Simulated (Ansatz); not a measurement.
Species: GeTe, charge 1, multiplicity 2. 
Coordinates optimised at B3LYP-D3(BJ)/def2-TZVP (Ansatz, an electronic-structure program):
```xyz
2

Ge     0.0000     0.0000    -1.5536
Te     0.0000     0.0000     0.9560
```
Charge +1, spin multiplicity 2.

Basis-set convergence of Hartree-Fock and CCSD correlation energies (hartree) with Ansatz. Cores are frozen in the correlated levels unless marked. Open shells are spin-unrestricted. No spin-orbit coupling. The frozen core is the preceding noble-gas configuration, with the filled d and f shells of earlier blocks. Past Kr the def2 sets carry scalar-relativistic core potentials.

```json
[
 {"basis": "def2-SVPD", "functions": "73", "E(HF)": "-2341.84482", "E(corr, CCSD)": "-0.16177"},
 {"basis": "def2-TZVPPD", "functions": "113", "E(HF)": "-2342.11886", "E(corr, CCSD)": "-0.19576"},
 {"basis": "def2-QZVPPD", "functions": "186", "E(HF)": "-2342.16137", "E(corr, CCSD)": "-0.20903"}
]
```

Extrapolating the two largest sets (X = 3 and 4) as X^-3: E(corr) = (64·(-0.20903) - 27·(-0.19576))/37 = -0.2187 Eh, an estimate of the basis-set limit. The largest set recovers 95.6 % of it, the smallest 74.0 %.
